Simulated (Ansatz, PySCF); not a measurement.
Positional isomers: propene cyano+boryl. All species are isolated molecules in the gas phase. One relaxed conformer stands for each flexible species; it need not be the lowest. Strings in code marks are SMILES. Quantity: electronic energy of isomers of C4H6BN relative to `B/C(C#N)=C/C` (H–B–C–C torsion 180°). Level 1: PBE-D3(BJ)/def2-TZVP // CAM-B3LYP-D3(BJ)/def2-TZVP (PySCF). Level 2: frozen-core CCSD(T)/cc-pVTZ // CAM-B3LYP-D3(BJ)/def2-TZVP (Ansatz, a program for electronic structure).

| case | level 1 (kcal/mol) | level 2 (kcal/mol) |
|---|---|---|
| `B/C(C#N)=C\C` (H–B–C–C torsion 179°) | 2.8 | 2.7 |
| `B/C=C(/C)C#N` (H–B–C–C torsion 0°) | 3.9 | withheld |
| `B/C=C(\C)C#N` (H–B–C–C torsion 0°) | 4.1 | 4.1 |
| `B/C(C)=C\C#N` (H–B–C–C torsion 0°) | 5.9 | 5.6 |
| `B/C=C/CC#N` (H–B–C–C torsion -1°, C–C–C–C torsion -130°) | 8.1 | 6.3 |
| `BC/C=C/C#N` (H–B–C–C torsion -163°, B–C–C–C torsion 125°) | 8.2 | 8.2 |
| `B/C=C\CC#N` (H–B–C–C torsion 177°, C–C–C–C torsion 129°) | 9.4 | 7.9 |
| `BCC(=C)C#N` (H–B–C–C torsion -13°, B–C–C–C torsion -119°) | 9.8 | 8.7 |

Problem. Fit level 2 = a + b·x to the 7 complete rows by least squares, with x = level 1 in kcal/mol. Give a, b and the rms residual, and predict the withheld value.

Solution. Means of the 7 rows: x̄ = 6.9, ȳ = 6.2143 kcal/mol. Σ(x − x̄)² = 43.44 and Σ(x − x̄)(y − ȳ) = 35.05, so b = 0.807 and a = ȳ − b·x̄ = 0.65 kcal/mol. The rms residual is 0.52 kcal/mol. At x = 3.9 the line gives 3.8 kcal/mol. The run for `B/C=C(/C)C#N` (H–B–C–C torsion 0°) gave 3.5 kcal/mol, so the line is off by 0.3 kcal/mol, within twice the rms residual.

Codes: Ansatz, PySCF.
